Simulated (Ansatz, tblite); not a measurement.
Removing an electron: SnClF3. Charge 0, multiplicity 1. Geometry: PBE-D4/def2-SVP. Ansatz, gas phase; energy differences of separate SCF runs; the oxidised species was run as a doublet alone.

```xyz
5

Sn    0.0257   -0.0110    0.0331
Cl   -1.3520    0.5753   -1.7396
F     1.8739    0.4029   -0.3486
F    -0.0835   -1.9027    0.4103
F    -0.4640    0.9354    1.6448
```

In the def2 sets Sn takes a core potential; there is no spin–orbit coupling. The xTB rows come from tblite. HOMO above LUMO, or a gap near zero within one spin, warns that the state may not be the lowest or that an electron is smeared out.

```csv
level,−HOMO (eV),vertical IE (eV),−LUMO (eV),HOMO–LUMO gap (eV),remarks
GFN1-xTB,14.13,17.44,11.45,2.68,–
GFN2-xTB,13.69,17.18,10.79,2.91,–
PBE-D4/def2-TZVP,9.06,12.52,4.96,4.11,gap within one spin near zero (+1 doublet)
r2SCAN-D4/def2-TZVP,9.48,12.86,4.80,4.68,gap within one spin near zero (+1 doublet)
PBE0-D4/def2-TZVP,10.61,13.11,4.05,6.56,–
```

  Raw xTB energy differences between charge states are shifted by several eV; the methods need an empirical correction for them.
